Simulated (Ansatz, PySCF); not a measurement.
Breaking the O3–H4 bond in BeH2O (SMILES [BeH][OH]) (multiplicity 1 held, fragments rigid). Energies count from the point at 0.952 Å.
Geometry at that point (charge 0, multiplicity 1):
```xyz
4

Be    -0.7841    -0.3530     0.0298
H     -1.9953    -0.8949     0.0798
O      0.5111     0.1852    -0.0736
H      1.0425     0.8250     0.3897
```

Restricted levels (R-, RO-) in cc, def2 and unpolarised 6-31G sets keep to the state of the molecule at rest. U- levels take the lowest unrestricted solution at each point, which mixes spins at long bonds. Active spaces are followed from a long bond inwards. Curves can end on different states.

Cores are frozen in the correlated methods. Rows in 6-31G* carry no dispersion term and start afresh at each structure (6-31G* with six Cartesian d functions). MP2/6-31G* freezes PySCF's default core, which is smaller on s-block atoms.

The values were computed with Ansatz (a first-principles code); PySCF for 6-31G* rows. Each number belongs to the level named beside it.

```json
[
 {"level": "U-HF/6-31G*", "energy at R = 3.046 Å (kcal/mol)": "88.73"},
 {"level": "R-PBE/aug-cc-pVTZ", "energy at R = 3.046 Å (kcal/mol)": "[?]"},
 {"level": "U-r2SCAN/aug-cc-pVTZ", "energy at R = 3.046 Å (kcal/mol)": "129.27"},
 {"level": "U-B3LYP/aug-cc-pVTZ", "energy at R = 3.046 Å (kcal/mol)": "130.03"},
 {"level": "R-MP2/6-31G*", "energy at R = 3.046 Å (kcal/mol)": "[?]"},
 {"level": "U-SCS-MP2/aug-cc-pVTZ", "energy at R = 3.046 Å (kcal/mol)": "134.31"},
 {"level": "U-CCSD/aug-cc-pVTZ", "energy at R = 3.046 Å (kcal/mol)": "129.63"},
 {"level": "SC-NEVPT2 on CASSCF(4,3)/aug-cc-pVTZ", "energy at R = 3.046 Å (kcal/mol)": "133.82"},
 {"level": "FIC-MRCISD+Q on CASSCF(4,3)/aug-cc-pVTZ", "energy at R = 3.046 Å (kcal/mol)": "130.06"}
]
```

Task: What belongs in the gaps?

Result: 
- R-PBE/aug-cc-pVTZ, energy at R = 3.046 Å (kcal/mol): 160.23
- R-MP2/6-31G*, energy at R = 3.046 Å (kcal/mol): 141.98

Doubts at one or more of the structures used: a spin-contaminated determinant (U-HF/6-31G*, U-r2SCAN/aug-cc-pVTZ, U-B3LYP/aug-cc-pVTZ, U-SCS-MP2/aug-cc-pVTZ, U-CCSD/aug-cc-pVTZ); a restricted determinant that unrestricted orbitals would lower (R-PBE/aug-cc-pVTZ, R-MP2/6-31G*); active orbitals that take no part (SC-NEVPT2 on CASSCF(4,3)/aug-cc-pVTZ, FIC-MRCISD+Q on CASSCF(4,3)/aug-cc-pVTZ).
